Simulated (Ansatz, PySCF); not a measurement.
ClFH₄SSi₂, SMILES F[SiH2]S[SiH2]Cl. Atoms are numbered in the order given.

```xyz
9

Si    -1.8334     0.0286    -0.1640
F     -2.4363     0.7800     1.1414
S     -0.1141     1.0630    -0.8967
Si     1.3258     0.2552     0.4686
Cl     1.8816    -1.6600    -0.0677
H     -1.4662    -1.3488     0.2532
H     -2.8507     0.0730    -1.2417
H      0.7510     0.1842     1.8377
H      2.5163     1.1376     0.3963
```
Charge 0, spin multiplicity 1.

The structure is a stationary point at PBE0-D3(BJ)/def2-SVP. The structure was generated by enumeration, and PubChem lists no compound with its InChIKey, so it may never have been made. The values are those of a single conformer.

Two levels are set side by side: PBE-D3(BJ)/def2-SVP (Ansatz, a quantum-chemistry and plane-wave program) and PBE0-D3(BJ)/def2-SVP (Ansatz). Each level has its own optimised geometry; the coordinates shown are those of the second. Frequencies come from the Hessian of PySCF at each geometry. Differences are taken from unrounded values.

```
quantity                            PBE0-D3(BJ)  PBE-D3(BJ)  PBE-D3(BJ) minus PBE0-D3(BJ)
----------------------------------  -----------  ----------  ----------------------------
mean bond length (Å)                      1.738       1.752                         0.014
bond Si1–F2 (Å)                           1.622       1.638                         0.015
bond Si1–S3 (Å)                           2.136       2.152                         0.016
bond S3–Si4 (Å)                           2.142       2.158                         0.016
bond Si4–Cl5 (Å)                          2.065       2.080                         0.015
bond Si1–H6 (Å)                           1.485       1.497                         0.012
bond Si1–H7 (Å)                           1.483       1.495                         0.012
bond Si4–H8 (Å)                           1.487       1.498                         0.012
bond Si4–H9 (Å)                           1.484       1.495                         0.012
highest harmonic wavenumber (cm⁻¹)         2299        2219                           -79
mean harmonic wavenumber (cm⁻¹)             882         851                           -32
zero-point energy (kcal/mol)              26.49       25.54                         -0.95
```

Exact exchange shortens and stiffens bonds; PBE has none. Differences between two approximate levels are no errors against the true value.
